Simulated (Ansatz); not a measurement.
CH₈BGeInSe, SMILES `C[Se][GeH2][BH][InH2]`, relaxed with RKS PBE0-D4/def2-TZVP in the Gaussian-basis code of Ansatz from a GFN2-xTB geometry. The force threshold is 0.005 eV/Å; the program also tests the step.

The species carries charge 0 and has multiplicity 1. In takes the def2 core potential.

Start:

```xyz
13

C     1.941    0.609   -0.302
Se    0.366    0.437   -1.458
Ge   -1.249    1.214    0.161
B    -1.746   -0.505    1.102
In   -0.513   -1.994   -0.133
H     2.018    1.640    0.037
H     2.810    0.347   -0.902
H     1.857   -0.075    0.545
H    -2.265    1.932   -0.713
H    -0.495    2.368    0.817
H    -2.548   -0.544    1.949
H     1.055   -2.546    0.311
H    -1.230   -2.882   -1.415
```

Q: How much energy does the relaxation release, and in how many steps? (Estimate.)

A: Computed: 9.38 kJ/mol, in 12 steps.

Q: Which bonds change most? (Estimate.)

A: Ansatz gave: Se2–In5 from 2.904 to 2.970 Å; Ge3–B4 from 2.022 to 2.062 Å; B4–In5 from 2.295 to 2.264 Å; B4–H11 from 1.167 to 1.195 Å.

Q: Give the relaxed structure. (An estimate is asked.)

A: Ansatz gave: 
```xyz
13

C     1.959    0.633   -0.242
Se    0.429    0.494   -1.454
Ge   -1.242    1.264    0.113
B    -1.625   -0.513    1.087
In   -0.569   -2.021   -0.229
H     2.185    1.683   -0.067
H     2.796    0.147   -0.739
H     1.753    0.120    0.696
H    -2.397    1.727   -0.797
H    -0.631    2.498    0.810
H    -2.256   -0.578    2.100
H     0.980   -2.636    0.252
H    -1.381   -2.817   -1.529
```
